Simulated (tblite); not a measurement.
Compound: C7H12N (doublet state).
Cartesian coordinates in Å at the GFN2-xTB level; atoms count from 1:
```
atom  x, y, z in Å
C1    -1.0018    2.2674   -0.2656
C2    -0.2853    1.1044   -0.1062
C3     0.9707    0.9430   -0.6576
C4     1.8165   -0.2670   -0.4939
C5     1.0102   -1.4794   -0.0383
C6     0.0815   -1.0829    1.1034
C7    -0.9425   -0.0394    0.6523
N8    -1.9910   -0.6918   -0.1308
H9    -1.9715    2.3934    0.1820
H10   -0.6085    3.0923   -0.8324
H11    1.4030    1.7692   -1.2052
H12    2.5949   -0.0503    0.2515
H13    2.3410   -0.4834   -1.4304
H14    1.6835   -2.2751    0.2865
H15    0.4223   -1.8660   -0.8731
H16    0.6739   -0.6688    1.9219
H17   -0.4591   -1.9547    1.4731
H18   -1.4405    0.3700    1.5404
H19   -2.7017   -0.0143   -0.3863
H20   -1.6007   -1.0556   -0.9944
```

Level: GFN2-xTB in tblite, geometry and Hessian alike; calculated harmonic values, unscaled, isolated species. Errors from tens to a few hundred cm⁻¹ against measured bands are possible. One conformer, not necessarily the lowest. Open shells enter through the occupations alone, without spin polarisation, and single modes of such species can be off by tens of per cent.

Harmonic wavenumbers (cm⁻¹): 78.8, 185.2, 230.3, 255.5, 266.5, 341.8, 382.7, 421.1, 513.4, 525.6, 604.5, 650.3, 698.9, 748.7, 796.3, 859.4, 905.9, 914.8, 934.8, 979.5, 1002.4, 1026.9, 1068.3, 1095.8, 1131.5, 1145.2, 1187.8, 1192.6, 1231.8, 1273.1, 1283.5, 1328.5, 1332.3, 1344.5, 1350.4, 1372.1, 1449.2, 1471.4, 1475.9, 1491.2, 1497.6, 1570.1, 2870.7, 2908.3, 2939.7, 2968.7, 2979.2, 2988.6, 3001.4, 3059.3, 3110.3, 3142.6, 3386.9, 3413.8.

A = 2777, B = 2146, C = 1414 MHz; mass 110.097 u (most abundant isotopes); point group C1, symmetry number 1; spin multiplicity 2.

Question: What is the zero-point energy?

Answer: Half the sum of the wavenumbers: 38193 cm⁻¹ = 109.20 kcal/mol.

Question: What is S at 400 K and 1 bar for an ideal gas of classical rigid rotors and harmonic oscillators?

Answer: Translation 41.49, rotation 28.91, vibration 28.11, spin (R ln 2) 1.38: S = 99.9 cal/(mol K).

Question: And Cp and H(400 K) − H(0)?

Answer: Cp = 45.62 cal/(mol K), of which vibrations give 37.67 (their classical limit is 54 R = 107.3); H(400 K) − H(0) = 9.83 kcal/mol without the zero-point energy, 6.65 from vibrations.

Question: Which modes carry the vibrational entropy at 400 K?

Answer: 78.8 cm⁻¹: 4.50; 185.2 cm⁻¹: 2.83; 230.3 cm⁻¹: 2.42; 255.5 cm⁻¹: 2.22; 266.5 cm⁻¹: 2.15; 341.8 cm⁻¹: 1.70 cal/(mol K); the other 48 give 12.30 together.

Question: How do the functions run with temperature in this model?

Answer: 
| T (K) | S (cal/(mol K)) | Cp (cal/(mol K)) | H − H(0) (kcal/mol) | G − H(0) (kcal/mol) | ln q(vib) |
| --- | --- | --- | --- | --- | --- |
| 100 | 64.1 | 14.1 | 1.02 | -5.39 | 0.56 |
| 200 | 76.8 | 23.7 | 2.90 | -12.45 | 1.99 |
| 300 | 88.4 | 34.6 | 5.81 | -20.72 | 3.78 |
| 500 | 111.1 | 55.2 | 14.88 | -40.69 | 7.94 |
| 800 | 141.9 | 75.3 | 34.75 | -78.77 | 14.65 |
| 1000 | 159.7 | 84.0 | 50.73 | -108.96 | 19.04 |

q(vib) and H(0) count from the zero-point level.

Question: What must be added to the electronic energy to get the Gibbs energy at 400 K and 1 bar?

Answer: ZPE + [H(400 K) − H(0)] − T·S = 109.20 + 9.83 − 39.96 = 79.07 kcal/mol.

Question: Blend soft modes into free rotors: weight 1/[1 + (100 cm⁻¹/ν̃)⁴] for the oscillator and the rest for a rotor with moment μB/(μ + B), μ = h/(8π²ν), B = 10⁻⁴⁴ kg m². What vibrational entropy results?

Answer: 27.29 cal/(mol K) in place of 28.11, which changes −T·S at 400 K by +0.33 kcal/mol.

Hindered rotation and anharmonicity are outside this model. Other conformers, if any are populated, would add a mixing term that is left out. The structure is chiral; the term R ln 2 for an equal mix with its mirror image is left out.

Time: 0.54 s of wall time. Hardware: an INTEL XEON PLATINUM 8581C at 2.30 GHz with one thread, shared host with 48 logical CPUs at a one-minute load of 10. The figure is for the frequency step alone.
